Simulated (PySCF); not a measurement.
This PySCF input asks for the NMR shieldings of SMILES C([C@@H]([SiH2][SiH](C)C)C=O)F, C$_{5}$H$_{13}$FOSi$_{2}$; the geometry comes from GFN2-xTB.

```python
import basis_set_exchange as bse
import numpy as np
from pyscf import gto, dft
from pyscf.prop import nmr

atoms = """
C    -0.589441   -0.491442    2.567044
Si   -1.312792   -0.583726    0.809918
C    -2.223875   -2.252200    0.636867
Si    0.347577   -0.568164   -0.825309
C     0.806858    1.274822   -1.231262
C     1.210586    1.862356    0.055327
O     0.459445    2.079978    0.975444
C     1.861069    1.380890   -2.305322
F     2.092662    2.697583   -2.643980
H    -0.104737    0.465648    2.728364
H     0.145467   -1.273462    2.741466
H    -1.366343   -0.599373    3.318820
H    -2.304418    0.490503    0.621234
H    -3.028935   -2.342899    1.359397
H    -1.548581   -3.087747    0.798389
H    -2.658716   -2.373281   -0.350316
H     1.639444   -1.200961   -0.504629
H     0.015332   -1.109276   -2.154918
H    -0.118862    1.747762   -1.564302
H     2.297254    2.047603    0.162886
H     2.821275    0.975793   -1.970109
H     1.549321    0.878977   -3.225859
"""
names = dict.fromkeys(["C", "Si", "O", "F", "H"], "pcSseg-1")
basis = {el: gto.basis.parse(bse.get_basis(n, elements=[el], fmt="nwchem")) for el, n in names.items()}
mol = gto.M(atom=atoms, basis=basis, charge=0, verbose=0)
mf = dft.RKS(mol, xc="PBE0")
mf.grids.level = 2
mf.grids.alignment = dft.numint.BLKSIZE   # the property module wants whole blocks of grid points
mf.conv_tol = 1e-9
mf.kernel()

calc = nmr.RKS(mf)   # GIAO
C = mf.mo_coeff
Co = C[:, mf.mo_occ > 0]
resp = mf.gen_response(singlet=True, hermi=2)
def vind(x):   # induced exchange potential for any number of trial vectors
    d = np.einsum("pi,xij,qj->xpq", C, 2 * x.reshape(-1, C.shape[1], Co.shape[1]), Co, optimize=True)
    return np.einsum("xpq,pi,qj->xij", resp(d - d.transpose(0, 2, 1)), C, Co, optimize=True).ravel()
mo1, _ = nmr.rhf.solve_mo1(calc, with_cphf=vind)
sigma = calc.kernel(mo1)
for i, s in enumerate(sigma):   # ppm
    w = np.linalg.eigvalsh((s + s.T) / 2)
    print("%2d %-2s iso %8.1f  s11 %8.1f  s22 %8.1f  s33 %8.1f" % (i, mol.atom_pure_symbol(i), w.mean(), *w))
```

Q: Give the expected output.

A: 
```
 0 C  iso    189.8  s11    185.4  s22    191.3  s33    192.6
 1 Si iso    392.4  s11    362.1  s22    402.0  s33    413.0
 2 C  iso    189.6  s11    183.5  s22    191.0  s33    194.3
 3 Si iso    422.8  s11    370.5  s22    427.1  s33    470.9
 4 C  iso    139.0  s11    113.1  s22    146.1  s33    158.0
 5 C  iso    -25.4  s11   -119.2  s22    -44.3  s33     87.3
 6 O  iso   -339.1  s11   -942.3  s22   -428.9  s33    354.0
 7 C  iso    101.4  s11     60.6  s22     84.1  s33    159.6
 8 F  iso    395.8  s11    353.0  s22    368.0  s33    466.3
 9 H  iso     30.9  s11     25.0  s22     29.5  s33     38.2
10 H  iso     31.9  s11     27.9  s22     29.4  s33     38.3
11 H  iso     31.4  s11     26.7  s22     28.4  s33     39.1
12 H  iso     27.1  s11     24.3  s22     25.4  s33     31.5
13 H  iso     31.4  s11     26.6  s22     28.5  s33     39.1
14 H  iso     31.8  s11     27.6  s22     29.7  s33     38.1
15 H  iso     31.6  s11     26.7  s22     29.3  s33     39.0
16 H  iso     28.2  s11     24.4  s22     27.7  s33     32.4
17 H  iso     28.1  s11     23.9  s22     27.4  s33     33.0
18 H  iso     28.8  s11     25.1  s22     29.0  s33     32.2
19 H  iso     21.6  s11     18.3  s22     21.8  s33     24.6
20 H  iso     26.5  s11     21.6  s22     27.9  s33     30.1
21 H  iso     26.7  s11     21.4  s22     28.8  s33     29.9
```

These numbers come from an equivalent density-fitted implementation of the same equations, which agrees with the script to about 0.01 ppm for H and up to a few tenths of a ppm for heavy atoms, so last digits may differ.

Q: Turn these shieldings into chemical shifts. Referencing at the same level of theory: ¹³C (σ = 186.93 ppm), ²⁹Si (σ = 349.16 ppm), ¹H (σ = 31.72 ppm) against TMS; ¹⁷O (σ = 336.08 ppm) vs H2O; CFCl3 for ¹⁹F (σ = 170.95 ppm).

A: Averaging equivalent atoms: C 5: 212.3; C 7: 85.5; C 4: 47.9; C 2: -2.7; C 0: -2.9; Si 1: -43.2; Si 3: -73.7; O 6: 675.1; F 8: -224.8; H 19: 10.14; H 20: 5.19; H 21: 5.04; H 12: 4.66; H 17: 3.59; H 16: 3.55; H 18: 2.95; H 9/10/11: 0.34; H 13/14/15: 0.11 ppm. Unscaled 19F shifts against computed CFCl3 carry errors that often reach 10 to 50 ppm. Unscaled 17O shifts of doubly bonded oxygen tend to come out too high, by tens of ppm or more. Experimental scales use liquid or dissolved standards, which lie at an offset from isolated H2O (liquid H2O: subtract about 36 ppm).

Size and cost of the density-fitted run: 232 basis functions, 99 s wall time on 1 thread of an Arm Neoverse N1, shared host; peak memory 1.1 GiB.
